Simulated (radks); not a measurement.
Values are calculated unless marked as measured or tabulated.
Problem. Isoelectronic series with 27 electrons, all held in the configuration [Ar] 3d7 4s2, which need not be the ground one along the series. Code: a radial shooting solver on a logarithmic mesh with Libxc functionals. Model: scalar-relativistic Kohn-Sham, PBE, spin-polarised, spherical densities, point nucleus; open shells are filled with parallel spins first (spin-orbit coupling, left out, can overturn this in heavy ions). Total energies (hartree) and mean radii <r> (bohr):

| ion | E (hartree) | 4s down | 4s up |
|---|---|---|---|
| Co | -1393.22516 | 2.967 | 2.841 |
| Ge5+ | -2088.60272 | 1.576 | 1.561 |
| Rb10+ | -2937.78684 | 1.139 | 1.132 |
| Mo15+ | -3943.13216 | 0.9000 | 0.8963 |
| Ag20+ | -5108.11195 | 0.7458 | 0.7434 |
| Te25+ | -6437.03914 | 0.6367 | 0.6350 |
| La30+ | -7935.0921 | 0.5548 | 0.5536 |
| Sm35+ | -9608.4208 | 0.4908 | 0.4899 |
| Hf45+ | -13511.4022 | 0.3966 | 0.3960 |
| Ir50+ | -15760.0104 | 0.3606 | 0.3601 |

Estimate the row of Ho40+.

Solution. E (hartree) -11464.3096; 4s down 0.4392; 4s up 0.4385.
